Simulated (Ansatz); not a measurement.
Job for Ansatz (a quantum-chemistry and plane-wave program): SC-NEVPT2 on SA-CASSCF(2,2)/cc-pV(Q+d)Z on CH4Si (SMILES C[SiH]), 2S+1 = 3, a spin state set in the input, which need not be the lowest. Files ending in .json are basis or fitting sets from the Basis Set Exchange.

Ansatz 0.2 input:
```yaml
crystal:
  periodic: [false, false, false]
  atoms:
    - {symbol: C, position_ang: [-1.06826149, -0.41428367, 0.02794665]}
    - {symbol: Si, position_ang: [0.66023841, 0.37576989, -0.02971146]}
    - {symbol: H, position_ang: [-1.16495485, -1.15523222, -0.77502676]}
    - {symbol: H, position_ang: [-1.88055565, 0.30725687, -0.05850067]}
    - {symbol: H, position_ang: [-1.18951808, -0.97464763, 0.96304543]}
    - {symbol: H, position_ang: [1.40125978, -0.95245343, 0.11876255]}
basis:
  gaussian:
    orbitals: cc-pV_Q+d_Z.json
magnetization: {spin_polarized: false, initial_magnetization: 2}
correlation: {method: sc_nevpt2, electrons: outside_noble_gas, active_space: {window: {electrons: 2, orbitals: 2}, states: [{multiplicity: 1, weights: [1]}, {multiplicity: 3, weights: [1]}]}}
output: {orbitals: {seedname: ./end}}
```

The log:

```
WARN ansatz: RAYON_NUM_THREADS=2 ignored (pool sized by the plan → 2); use --threads N
Functional definition: HF
integrals: 0.79 GiB planned
2906 factors; integrals over basis functions are off by at most 2.0e-7 eV
mean field: 1.34 GiB planned
mean field evaluation 1: about -8952.0938 eV, gradient 2.5e1 eV
mean field evaluation 2: about -8952.0945 eV, gradient 2.5e1 eV
mean field evaluation 4: about -8954.4573 eV, gradient 2.9e0 eV
mean field evaluation 8: about -8954.5453 eV, gradient 1.0e-1 eV
mean field -8954.54546284 eV, -329.0734761506 hartree, gradient 5.5e-6 eV, S^2 2.000000; 0 other end points of the search recorded, 0 dependent functions left out
reference -8954.54546284 eV, -329.0734761506 hartree; 13, 11 occupied and 226, 228 virtual orbitals, 2906 factors
configuration interaction: 0.38 GiB planned
configuration interaction: 0.00 GiB planned
state -8955.60513411 eV, -329.1124183515 hartree
state -8955.60513411 eV, -329.1124183515 hartree; corrected -8963.56228762 eV, -329.4048383494 hartree
configuration interaction: 0.00 GiB planned
configuration interaction: 0.00 GiB planned
state -8954.45675487 eV, -329.0702161929 hartree
state -8954.45675487 eV, -329.0702161929 hartree; corrected -8962.16877895 eV, -329.3536278501 hartree
Total energy: -8962.86553329 eV, -329.3792330998 hartree
```

The calculation finished and met its thresholds. The last total energy is the mean of the averaged states.

Cost: about 50 core-seconds (a rough figure).
